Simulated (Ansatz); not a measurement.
Calculated with Ansatz (gas phase, PBE0-D4/def2-TZVP geometries, no zero-point term in ΔE). CCSD(T)/CBS adds triple-zeta CCSD(T) − MP2 to the extrapolated MP2 energy (def2 sets, frozen cores). This one scheme is used for every species. DFT in def2-TZVPP. B3LYP here is the variant with VWN-RPA as its local correlation; programs differ in this. For Ge outer-core shells are correlated without core-valence functions, which leaves a few kJ/mol of doubt a bond. Scalar relativity is left out up to krypton. One conformer a species, not always the lowest.

`C=C[CH2][GeH2][F]` + `[OH][AlH2]` → `C=CC[O][AlH2]` + `[F][GeH3]`  (substitution at a C–Ge bond)

| species | B3LYP energy (Eh) |
| --- | --- |
| `C=C[CH2][GeH2][F]` | -2295.53446 |
| `[OH][AlH2]` | -319.56693 |
| `C=CC[O][AlH2]` | -436.30291 |
| `[F][GeH3]` | -2178.76902 |

Problem. Work out ΔE.

Solution. ΔE = (-436.30291) + (-2178.76902) − (-2295.53446) − (-319.56693) = 0.02946 Eh = +0.80 eV. CCSD(T)/CBS gives +0.95 eV.

Largest T1 diagnostic among the species: 0.013.

In def2-TZVPP, CCSD(T) changes the Hartree–Fock value by +0.19 eV (the triples alone add +0.01 eV) and MP2 by +0.29 eV.
